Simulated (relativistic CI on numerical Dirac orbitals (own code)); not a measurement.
**One change at a time: Ni9+**

Base calculation: Dirac-Coulomb-Breit CI, orbitals from a KLI potential per configuration, QED by a radiative potential, unscaled Slater integrals.

Configurations in the expansion (outside the closed core [Ne]): 3s2 3p6 3d, 3s2 3p5 3d2, 3s 3p6 3d2, 3s2 3p6 4s, 3s2 3p6 4p, 3s2 3p6 4d, 3s2 3p6 4f, 3s2 3p6 5s, 3s2 3p5 3d 4s, 3s2 3p6 5p, 3s2 3p6 5d, 3s2 3p5 3d 4p, 3p6 3d3, 3p5 3d4. Double excitations out of closed p, d and f shells are left out; levels of such configurations are missing from the list, as are those of other unlisted configurations, and high levels can miss mixing partners. These lack a partner that the ground configuration has and come out too high: 3s2 3p5 3d 4s, 3s2 3p5 3d 4p.

The lowest level and the first level of each name with at least 55 % of one term (blank where a level has no safe partner in the second run):

```
               Level  Base (cm⁻¹)  Shift (cm⁻¹)
   3s2 3p6 3d 2D_3/2            0             0
   3s2 3p6 3d 2D_5/2         3110         -3110
 3s2 3p5 3d2 4D°_1/2       449951         -6514
 3s2 3p5 3d2 4D°_3/2       451358         -7921
 3s2 3p5 3d2 4D°_5/2       453711        -10274
 3s2 3p5 3d2 4D°_7/2       457150        -13713
3s2 3p5 3d2 4G°_11/2       476418         -6891
 3s2 3p5 3d2 4G°_9/2       478381         -8853
 3s2 3p5 3d2 4G°_7/2       481147        -11619
 3s2 3p5 3d2 4P°_5/2       482789              
 3s2 3p5 3d2 4G°_5/2       484253              
 3s2 3p5 3d2 4P°_3/2       487301        -12924
 3s2 3p5 3d2 4P°_1/2       490871        -16493
 3s2 3p5 3d2 4F°_3/2       494677         -8940
```

At this charge energies of transitions that change n are usually good to better than 1 %, and those within a shell (Δn = 0) to a few per cent.

Task: One thing was changed in a second run, which moved the levels as shown. Which?
A. configuration mixing switched off
B. QED terms removed
C. Breit term removed
D. P86 correlation estimate
E. non-relativistic limit

Result: E. Non-relativistic limit. Without relativity the fine structure collapses and s electrons lose their extra binding.

LS names give the leading component of a level, which can be under half, so a name can repeat, a term be missing and a line seem to break the LS rules.
